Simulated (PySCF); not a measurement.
Species: C₇H₈ClO (doublet state).
Geometry (GFN2-xTB, Å), atoms numbered from 1 in this order:
```
atom  x, y, z in Å
C1     2.4654    0.6905   -0.0146
C2     1.8517   -0.3803   -0.3612
C3     0.4892   -0.9052    0.1429
C4    -0.4495   -0.8888   -1.0522
O5    -0.3756   -1.6188   -2.0032
C6    -1.4590    0.2182   -0.8432
C7    -0.9409    1.0207    0.3475
C8    -0.1687   -0.0029    1.1739
Cl9   -1.3131   -0.9748    2.1577
H10    2.4269    1.5543    0.6011
H11    2.2637   -1.0561   -1.1033
H12    0.6561   -1.9233    0.5004
H13   -1.5858    0.8061   -1.7511
H14   -2.4184   -0.2510   -0.6124
H15   -0.2477    1.7930    0.0094
H16   -1.7374    1.4918    0.9202
H17    0.5361    0.4386    1.8782
```

The hyperfine couplings belong to this conformer and change with its torsions.

Identity: `[H]/[C]=C\[C@@H]1C(=O)CC[C@H]1Cl` [radical].

Computed with UKS B3LYP, pcH-1 on C Cl H O, non-relativistic, mean-field spin-orbit, GIAO in PySCF 2.14.0. The structure is a single GFN2-xTB conformer in the gas phase; no vibrational or solvent corrections. The geometry wasn't refined by DFT: couplings that depend on bond lengths, twists or pyramidal angles can differ widely from those at the functional's own minimum. The SCF solution wasn't tested for stability.

(1) Match the computed a_iso(13C) values +281.8, +65.9, -14.9, -5.8, -2.2, +1.1 MHz with the sites C1; C2; C3; C4; C7; C8.

Results:

(1) 
```tsv
site	a_iso (MHz)	ρ(0) (bohr⁻³)	position	distance from C1 (Å)	spin population	largest |T| (MHz)
C1	+281.8	+0.2507	largest spin population	0.00	+1.02	142.3
C2	-14.9	-0.0132	1 bond from C1	1.28	-0.17	17.1
C3	+65.9	+0.0587	2 bonds from C1	2.54	+0.09	18.4
C4	-5.8	-0.0052	3 bonds from C1	3.47	0.00	0.8
C7	+1.1	+0.0010	4 bonds from C1	3.44	0.00	0.9
C8	-2.2	-0.0020	3 bonds from C1	2.97	0.00	1.1
```

ρ(0) is the spin density at the nucleus and T the dipolar tensor; a_iso includes a spin–orbit part. The largest Mulliken spin populations are on C1 (+1.02), C2 (-0.17) and C3 (+0.09). No atom but C1 exceeds +0.15.
